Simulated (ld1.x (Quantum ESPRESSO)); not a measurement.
## Logarithmic derivatives: Ni, ultrasoft

nickel (Ni), ultrasoft, made with ld1.x (Quantum ESPRESSO) 7.5 (LDA (PZ), scalar-relativistic). Core [Ar], reference 3d7 4s0 4p0 (charge +3). Waves: 4s (bound, empty): rcut 1.60, rcutus 1.75 bohr; 4s channel at -0.45 Ry: rcut 1.60, rcutus 1.75 bohr; 4p (bound, empty): rcut 1.65, rcutus 1.90 bohr; 4p channel at -0.35 Ry: rcut 1.65, rcutus 1.90 bohr; 3d (bound): rcut 1.30, rcutus 1.75 bohr; 3d channel at -2.05 Ry: rcut 1.30, rcutus 1.75 bohr. Local part: all-electron potential smoothed inside 1.75 bohr (lloc = -1). Core correction: none. Augmentation charge: PSQ, inside the norm-conserving radii.

The phase is arctan(r·u′/u) with u = r·R(r), unwrapped; energies in Ry, scanned from -5 to 5 Ry. A pole is an energy at which the radial function vanishes at the test radius. The pseudo phase is shifted by a multiple of π to meet the all-electron one at the reference energy, and phase errors are pseudo minus all-electron; the curves can meet again beyond the range given. Levels narrower than the energy grid can be missing from the lists of poles.

**Question.** For each channel, where are the poles, and over which energies does the pseudopotential scatter like the atom?

**Answer.**

```json
{"channel": "s", "radius (bohr)": "2.06", "reference energy (Ry)": "-2.47", "poles, all-electron": "0.85", "poles, pseudo": "0.88", "unbroken range about the reference energy with phases within 0.05 rad": "the whole range", "phase error 1 Ry above the reference energy (rad)": "-0.000"}
{"channel": "p", "radius (bohr)": "2.06", "reference energy (Ry)": "-1.87", "poles, all-electron": "2.20", "poles, pseudo": "1.89, 3.55", "unbroken range about the reference energy with phases within 0.05 rad": "below 2.2", "phase error 1 Ry above the reference energy (rad)": "-0.000"}
{"channel": "d", "radius (bohr)": "2.06", "reference energy (Ry)": "-3.48", "poles, all-electron": "-3.29, 4.32", "poles, pseudo": "-3.29, 4.40", "unbroken range about the reference energy with phases within 0.05 rad": "the whole range", "phase error 1 Ry above the reference energy (rad)": "+0.000"}
```

Phases in the d channel:

| E (Ry) | all-electron | pseudo |
| --- | --- | --- |
| -5.00 | 1.267 | 1.267 |
| -4.48 | 1.209 | 1.209 |
| -3.96 | 1.023 | 1.023 |
| -3.44 | -1.342 | -1.342 |
| -2.92 | -1.749 | -1.749 |
| -2.40 | -1.850 | -1.850 |
| -1.88 | -1.933 | -1.933 |
| -1.36 | -2.037 | -2.037 |
| -0.84 | -2.199 | -2.199 |
| -0.32 | -2.507 | -2.507 |
| 0.20 | -3.119 | -3.119 |
| 0.72 | -3.824 | -3.823 |
| 1.24 | -4.214 | -4.213 |
| 1.76 | -4.407 | -4.406 |
| 2.28 | -4.518 | -4.516 |
| 2.80 | -4.589 | -4.587 |
| 3.32 | -4.641 | -4.638 |
| 3.84 | -4.681 | -4.677 |
| 4.36 | -4.715 | -4.710 |
| 4.88 | -4.745 | -4.739 |
